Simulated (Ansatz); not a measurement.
The same group exchange along the group F, Cl, Br.

Program: Ansatz. Geometries: PBE0-D4/def2-TZVP. ΔE: electronic, gas phase. CCSD(T)/CBS adds triple-zeta CCSD(T) − MP2 to the extrapolated MP2 energy (def2 sets, frozen cores). This one scheme is used for every species. Functionals use def2-TZVPP. Elements past krypton have def2 core potentials. For Br, Ga, In outer-core shells are correlated without core-valence functions, which leaves a few kJ/mol of doubt a bond. Scalar relativity is left out up to krypton. Each species was taken in one conformer, which may not be the lowest.

| reaction | PBE0-D4 (eV) | CCSD(T)/CBS(def2) (eV) |
| --- | --- | --- |
| `[CH3][In]([OH])[F]` + `[GaH3]` → `[CH3][In]([OH])[GaH2]` + H–F | -0.06 | -0.01 |
| `[CH3][In]([OH])[Cl]` + `[GaH3]` → `[CH3][In]([OH])[GaH2]` + HCl | 0.57 | 0.59 |
| `[CH3][In]([OH])[Br]` + `[GaH3]` → `[CH3][In]([OH])[GaH2]` + HBr | 0.85 | 0.87 |

Largest T1 diagnostic: 0.016, for `[CH3][In]([OH])[F]`.
